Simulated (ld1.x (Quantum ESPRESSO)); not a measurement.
## Before and after: PAW potential for H (Z = 1)

hydrogen (H), PAW, made with ld1.x (Quantum ESPRESSO) 7.5 (PBE, scalar-relativistic). Core none, reference 1s1. Waves: 1s (bound): rcut 1.25, rcutus 1.70 bohr; 1s channel at 1.65 Ry: rcut 1.25, rcutus 1.70 bohr; 2p channel at 0.4 Ry: rcut 1.05, rcutus 1.50 bohr. Local part: all-electron potential smoothed inside 1.35 bohr (lloc = -1). Core correction: none. Augmentation charge: PSQ, inside the norm-conserving radii.

Change: wave 1s channel at 1.65 Ry: rcut 1.25, rcutus 1.70 bohr becomes 1s channel at 0.01 Ry: rcut 1.25, rcutus 1.70 bohr.

Cutoffs: the cutoffs (Ry, on a coarse ladder) from which the occupation-weighted sum of valence levels, in a spherical-Bessel basis at the reference potential, stays within 10 and 1 mRy of its value at 400 Ry; they do not see the model core or the augmentation charge, which bear on the density cutoff. Errors are all-electron minus pseudo energies relative to the spin-unpolarised reference configuration.

**Question.** What does the change do?

**Answer.** The potential gets neither clearly harder nor softer (8 Ry and 15 Ry → 8 Ry and 15 Ry); the range in which the s phases agree narrows (upper end at the end of the scan → 3.1); neither file shows a bound ghost.

| quantity | base | changed |
| --- | --- | --- |
| cutoff, loose | 8 Ry | 8 Ry |
| cutoff, tight | 15 Ry | 15 Ry |
| bound ghosts | none | none |
| error for 1s0.5, meV [ΔE 4.76 eV] | 0.0 | -0.6 |
| s: phases at 1.86 bohr within 0.05 rad from the reference energy up to (Ry; the scan ends near 5) | to the end of the scan | 3.1 |
| p: phases at 1.86 bohr within 0.05 rad from the reference energy up to (Ry; the scan ends near 5) | to the end of the scan | to the end of the scan |
| lowest overlap eigenvalue by channel | s 0.70, p 0.94 | s 0.96, p 0.94 |
